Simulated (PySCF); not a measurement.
**Relaxation of doublet OsS₂⁻**

Level of theory: UPBE0/[Os def2-SVPD with ECP60, S def2-SVPD], scalar-relativistic core potentials, density fitting, no spin–orbit coupling, PySCF. A (50,194) grid was used.

A hand-made bent start, of C2v symmetry, held to at least that symmetry:

Coordinates in bohr (charge -1 multiplicity 2):
```
Os    0.0000    0.0000   -0.5688
S     3.2507    0.0000    1.7074
S    -3.2507    0.0000    1.7074
```

Optimiser trace:
```json
{"step": "0", "E − E(last) (kJ/mol)": "47.51", "largest gradient (Eh/bohr)": "0.02706"}
{"step": "1", "E − E(last) (kJ/mol)": "26.15", "largest gradient (Eh/bohr)": "0.01444"}
{"step": "2", "E − E(last) (kJ/mol)": "6.92", "largest gradient (Eh/bohr)": "0.01580"}
{"step": "3", "E − E(last) (kJ/mol)": "1.93", "largest gradient (Eh/bohr)": "0.00978"}
{"step": "4", "E − E(last) (kJ/mol)": "0.37", "largest gradient (Eh/bohr)": "0.00256"}
{"step": "5", "E − E(last) (kJ/mol)": "0.07", "largest gradient (Eh/bohr)": "0.00098"}
{"step": "6", "E − E(last) (kJ/mol)": "0.01", "largest gradient (Eh/bohr)": "0.00020"}
{"step": "7", "E − E(last) (kJ/mol)": "0.00", "largest gradient (Eh/bohr)": "0.00004"}
```

It ends at C2v with Os–S 2.122 Å (×2); S–Os–S 150.5° (after a last refinement on a finer grid). A frequency run shows a minimum. Other isomers or separated fragments may lie lower.

Final geometry:
```xyz
3
charge -1 multiplicity 2, angstrom
Os    0.0000    0.0000   -0.1218
S     2.0519    0.0000    0.4192
S    -2.0519    0.0000    0.4192
```

Other spin states or occupations of the open shell can lie lower. With an element this heavy the missing spin–orbit coupling can shift these numbers.

The relaxation took about 40 core-seconds on a shared host.
